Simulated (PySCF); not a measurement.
C5H7O4 (doublet state).
Structure used (GFN2-xTB), in Å, numbered top down from 1:
```xyz
16
C5H7O4 angstrom
C     -1.404   -1.029   -1.307
C     -0.460    0.045   -0.777
C      0.610   -0.502    0.082
O      1.804    0.117    0.083
C      2.731   -0.203    0.998
O      2.600   -1.005    1.882
C     -1.195    0.991    0.182
O     -2.100    0.676    0.904
O     -0.648    2.210    0.168
H     -0.851   -1.762   -1.886
H     -1.898   -1.527   -0.477
H     -2.164   -0.578   -1.940
H     -0.019    0.646   -1.576
H      0.418   -1.244    0.842
H      3.635    0.389    0.800
H     -1.065    2.783    0.832
```

The hyperfine couplings belong to this conformer and change with its torsions.

As a line formula: `C[C@H]([CH]OC=O)C(=O)O` [radical].

The calculation used UKS B3LYP, pcH-1 on C H O, non-relativistic, mean-field spin-orbit, GIAO in PySCF 2.14.0. Isolated species at its GFN2-xTB geometry (one conformer only). Couplings are sensitive to structure, and on GFN2-xTB geometries they can be far from those on DFT ones. Stability of the SCF solution: not tested.

Question: Where do the isotropic ENDOR lines of H14, H13, H15 and H16 fall at 332.3 mT, to first order?

Answer: ν± = |νn ± a/2|, one line for each electron-spin manifold; νn = |g_N| × 7.62259 MHz/T × B.

```
nuclei  isotope     g_N  νn (MHz)  a_iso (MHz)  lower line (MHz)  upper line (MHz)
   H14       1H  5.5857     14.15       -60.27             15.99             44.28
   H13       1H  5.5857     14.15        23.46              2.42             25.88
   H15       1H  5.5857     14.15        -8.19             10.05             18.25
   H16       1H  5.5857     14.15         3.54             12.38             15.92
```

Question: Which pairs are centred on the nuclear Larmor frequency, and which on half the coupling?

Answer: Centred on νn, since |a| < 2νn: H13, H15 and H16. Centred on |a|/2 and split by 2νn: H14.

The largest Mulliken spin populations are on C3 (+0.89) and C2 (-0.07). C3 is the only atom above +0.15. The positive populations add up to 1.12 and the negative ones to -0.12, together 2S = 1. The angles at C3 add up to 358.9°, so it is planar; its axial dipolar tensor and the negative coupling of its proton fit spin in a p orbital normal to that plane.
